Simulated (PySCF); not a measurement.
Species: `NC(=O)C1=C[C@@H](F)COC1`. The columns A, B, C and D hold Mulliken, IAO, Hirshfeld and ESP-fitted charges (e) of one PBE0/pcSseg-1 density (PySCF), in a shuffled order. Coordinates in Å (GFN2-xTB); the density's dipole moment is (0.71, -2.05, 1.41) D.

```json
{"atom": "N1", "x": "2.879", "y": "-0.111", "z": "0.206", "A": "-0.167", "B": "-0.503", "C": "-0.903", "D": "-0.395"}
{"atom": "C2", "x": "1.958", "y": "0.196", "z": "-0.735", "A": "+0.172", "B": "+0.437", "C": "+0.677", "D": "+0.486"}
{"atom": "O3", "x": "2.253", "y": "0.497", "z": "-1.871", "A": "-0.291", "B": "-0.497", "C": "-0.550", "D": "-0.419"}
{"atom": "C4", "x": "0.537", "y": "0.128", "z": "-0.270", "A": "-0.004", "B": "-0.047", "C": "+0.003", "D": "-0.398"}
{"atom": "C5", "x": "0.076", "y": "-0.825", "z": "0.534", "A": "-0.060", "B": "-0.174", "C": "-0.306", "D": "-0.054"}
{"atom": "C6", "x": "-1.375", "y": "-0.903", "z": "0.906", "A": "+0.056", "B": "+0.155", "C": "+0.388", "D": "+0.195"}
{"atom": "F7", "x": "-1.510", "y": "-0.625", "z": "2.260", "A": "-0.129", "B": "-0.331", "C": "-0.268", "D": "-0.337"}
{"atom": "C8", "x": "-2.220", "y": "0.073", "z": "0.082", "A": "-0.005", "B": "-0.072", "C": "-0.141", "D": "+0.079"}
{"atom": "O9", "x": "-1.577", "y": "1.302", "z": "-0.128", "A": "-0.141", "B": "-0.382", "C": "-0.279", "D": "-0.502"}
{"atom": "C10", "x": "-0.382", "y": "1.164", "z": "-0.854", "A": "+0.001", "B": "-0.060", "C": "-0.070", "D": "+0.224"}
{"atom": "H11", "x": "3.854", "y": "-0.053", "z": "-0.040", "A": "+0.144", "B": "+0.289", "C": "+0.419", "D": "+0.200"}
{"atom": "H12", "x": "2.629", "y": "-0.263", "z": "1.166", "A": "+0.137", "B": "+0.284", "C": "+0.392", "D": "+0.207"}
{"atom": "H13", "x": "0.717", "y": "-1.585", "z": "0.958", "A": "+0.047", "B": "+0.151", "C": "+0.149", "D": "+0.093"}
{"atom": "H14", "x": "-1.755", "y": "-1.928", "z": "0.787", "A": "+0.047", "B": "+0.145", "C": "+0.018", "D": "+0.105"}
{"atom": "H15", "x": "-3.144", "y": "0.302", "z": "0.616", "A": "+0.055", "B": "+0.170", "C": "+0.134", "D": "+0.138"}
{"atom": "H16", "x": "-2.460", "y": "-0.406", "z": "-0.881", "A": "+0.038", "B": "+0.121", "C": "+0.094", "D": "+0.101"}
{"atom": "H17", "x": "-0.586", "y": "0.897", "z": "-1.905", "A": "+0.043", "B": "+0.144", "C": "+0.103", "D": "+0.134"}
{"atom": "H18", "x": "0.098", "y": "2.145", "z": "-0.843", "A": "+0.056", "B": "+0.171", "C": "+0.140", "D": "+0.144"}
```

Question: Which column most likely holds the ESP-fitted charges?

Answer: C. Σ q r misses the density's dipole by 0.06 D (C), 0.90 D (A), 1.32 D (B), 2.95 D (D). Charges fitted to the outside potential are the only set here that is tied to the molecule's multipoles.

Question: And the Hirshfeld charges?

Answer: A. The mean sizes are 0.088 e (A), 0.230 e (B), 0.234 e (D), 0.280 e (C), and Hirshfeld charges are commonly the smallest of these schemes.

As computed, A = Hirshfeld, B = IAO, C = ESP-fitted, D = Mulliken. Hydrogens on carbon: Hirshfeld +0.04 to +0.06, IAO +0.12 to +0.17, ESP-fitted +0.02 to +0.15, Mulliken +0.09 to +0.14 e.

The Hirshfeld scheme divides the density at each point in proportion to the densities of the neutral, spherically averaged free atoms. The IAO scheme projects the occupied orbitals on a minimal set of polarised atomic orbitals and counts the electrons in each atom's part of it.

Geometry: GFN2-xTB, one conformer, isolated molecule.
